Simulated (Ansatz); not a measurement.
Born–Oppenheimer molecular dynamics of ClGaH4 (6 atoms, charge 0, multiplicity 1). It starts at the highest image of a converged band, a first-order saddle point between two minima.

Computed with RKS PBE0/def2-SVP in Ansatz 0.2.0.

* ensemble: NVE (velocity Verlet)
* time step: 0.5 fs
* steps asked: 200
* starting velocities drawn for: 100 K
* seed: 5596

Frames 2.5 fs apart, positions in Å, forces in eV/Å.

Velocities at 20.0 fs (Å/ps):

```
Ga -0.06 -0.26 -0.19
Cl 0.12 0.04 0.39
H 3.43 2.79 3.16
H -0.16 2.28 5.50
H 6.71 -2.64 -9.85
H -9.68 13.87 0.36
```

```xyz
6
Properties=species:S:1:pos:R:3:forces:R:3 time_fs=20.0 energy_less_start_eV=0.025 T=52
Ga 0.018 -0.345 -0.141 0.43 -0.15 -0.54
Cl 0.011 0.030 2.375 0.07 -0.17 -0.03
H 1.417 0.058 -0.766 -0.32 0.04 0.26
H -1.422 0.080 -0.508 -0.13 0.08 -0.05
H 0.108 -1.881 0.501 -0.10 0.18 0.15
H 0.041 -1.188 1.614 0.05 0.01 0.21
6
Properties=species:S:1:pos:R:3:forces:R:3 time_fs=22.5 energy_less_start_eV=0.027 T=49
Ga 0.018 -0.346 -0.142 0.36 -0.20 -0.66
Cl 0.012 0.030 2.376 0.04 0.04 0.13
H 1.415 0.067 -0.750 -0.27 0.09 0.21
H -1.426 0.088 -0.496 -0.08 0.09 -0.05
H 0.121 -1.882 0.480 -0.14 0.20 0.10
H 0.019 -1.155 1.622 0.09 -0.22 0.26
6
Properties=species:S:1:pos:R:3:forces:R:3 time_fs=25.0 energy_less_start_eV=0.019 T=64
Ga 0.019 -0.347 -0.143 -0.01 -0.21 -0.65
Cl 0.012 0.030 2.377 0.02 0.26 0.33
H 1.399 0.081 -0.723 0.00 0.19 0.06
H -1.434 0.102 -0.487 0.05 0.06 -0.03
H 0.126 -1.871 0.465 -0.16 0.10 0.07
H 0.002 -1.135 1.645 0.10 -0.40 0.22
6
Properties=species:S:1:pos:R:3:forces:R:3 time_fs=27.5 energy_less_start_eV=0.006 T=88
Ga 0.019 -0.348 -0.145 -0.38 -0.15 -0.56
Cl 0.012 0.031 2.379 0.01 0.31 0.43
H 1.383 0.106 -0.692 0.26 0.27 -0.07
H -1.439 0.119 -0.479 0.15 0.02 -0.02
H 0.122 -1.855 0.455 -0.15 -0.09 0.06
H -0.009 -1.137 1.681 0.10 -0.36 0.16
6
Properties=species:S:1:pos:R:3:forces:R:3 time_fs=30.0 energy_less_start_eV=-0.016 T=132
Ga 0.019 -0.349 -0.147 -0.39 -0.05 -0.47
Cl 0.013 0.032 2.381 0.01 0.12 0.40
H 1.380 0.147 -0.665 0.26 0.24 -0.09
H -1.436 0.137 -0.472 0.14 0.01 -0.04
H 0.108 -1.844 0.448 -0.11 -0.24 0.04
H -0.014 -1.161 1.727 0.09 -0.08 0.17
6
Properties=species:S:1:pos:R:3:forces:R:3 time_fs=32.5 energy_less_start_eV=-0.039 T=175
Ga 0.019 -0.350 -0.150 -0.04 0.01 -0.41
Cl 0.013 0.033 2.384 0.00 -0.12 0.34
H 1.392 0.202 -0.642 -0.02 0.07 0.00
H -1.424 0.155 -0.468 0.04 0.03 -0.08
H 0.088 -1.847 0.443 -0.05 -0.23 -0.04
H -0.013 -1.188 1.783 0.07 0.24 0.19
6
Properties=species:S:1:pos:R:3:forces:R:3 time_fs=35.0 energy_less_start_eV=-0.051 T=199
Ga 0.018 -0.351 -0.153 0.31 -0.06 -0.34
Cl 0.014 0.034 2.388 0.00 -0.14 0.38
H 1.403 0.261 -0.619 -0.29 -0.12 0.08
H -1.410 0.176 -0.469 -0.08 0.06 -0.12
H 0.065 -1.861 0.435 0.01 -0.05 -0.17
H -0.009 -1.202 1.850 0.05 0.30 0.16
6
Properties=species:S:1:pos:R:3:forces:R:3 time_fs=37.5 energy_less_start_eV=-0.062 T=220
Ga 0.018 -0.353 -0.157 0.36 -0.17 -0.28
Cl 0.014 0.035 2.393 0.01 0.19 0.53
H 1.398 0.313 -0.592 -0.35 -0.22 0.09
H -1.400 0.200 -0.477 -0.10 0.06 -0.12
H 0.042 -1.879 0.417 0.06 0.16 -0.28
H -0.001 -1.200 1.926 0.02 -0.02 0.06
6
Properties=species:S:1:pos:R:3:forces:R:3 time_fs=40.0 energy_less_start_eV=-0.078 T=251
Ga 0.018 -0.354 -0.160 0.07 -0.20 -0.23
Cl 0.015 0.036 2.398 0.01 0.54 0.62
H 1.373 0.353 -0.560 -0.15 -0.18 0.03
H -1.396 0.228 -0.492 -0.02 0.02 -0.08
H 0.022 -1.888 0.383 0.09 0.23 -0.31
H 0.007 -1.200 2.006 0.00 -0.40 -0.02
6
Properties=species:S:1:pos:R:3:forces:R:3 time_fs=42.5 energy_less_start_eV=-0.100 T=293
Ga 0.019 -0.356 -0.164 -0.37 -0.10 -0.23
Cl 0.015 0.038 2.404 0.00 0.27 0.48
H 1.339 0.383 -0.527 0.17 -0.05 -0.06
H -1.393 0.257 -0.511 0.09 -0.06 -0.03
H 0.008 -1.884 0.331 0.11 0.09 -0.23
H 0.016 -1.220 2.085 0.00 -0.16 0.06
6
Properties=species:S:1:pos:R:3:forces:R:3 time_fs=45.0 energy_less_start_eV=-0.110 T=314
Ga 0.018 -0.357 -0.168 -0.62 0.13 -0.29
Cl 0.016 0.040 2.412 -0.01 -0.30 0.30
H 1.316 0.409 -0.497 0.39 0.05 -0.11
H -1.384 0.282 -0.532 0.13 -0.10 0.02
H 0.001 -1.875 0.266 0.12 -0.17 -0.10
H 0.025 -1.248 2.168 -0.01 0.38 0.17
6
Properties=species:S:1:pos:R:3:forces:R:3 time_fs=47.5 energy_less_start_eV=-0.127 T=345
Ga 0.018 -0.359 -0.172 -0.47 0.39 -0.38
Cl 0.017 0.042 2.419 -0.02 -0.38 0.24
H 1.314 0.438 -0.473 0.30 -0.01 -0.07
H -1.368 0.302 -0.552 0.08 -0.08 0.04
H 0.000 -1.876 0.194 0.12 -0.33 0.00
H 0.033 -1.257 2.261 -0.01 0.41 0.17
```

Of the whole run (100 fs, mean temperature of the second half 302 K): The conserved energy stayed within 0.022 meV per atom of its start (net change 0.0057 meV per atom), so the integration is sound. The system heated up, since it started high on the potential surface and ran downhill. A run of 0.1 ps of so small a system gives no equilibrium averages. The orbitals stay closed-shell, which can raise the energy where a bond breaks towards radicals; this wasn't checked here.

The run took 5.2 min on 2 threads of Intel(R) Xeon(R) Platinum 8259CL CPU @ 2.50GHz (Skylake/Cascade Lake), on a shared host, peak memory 0.16 GiB.
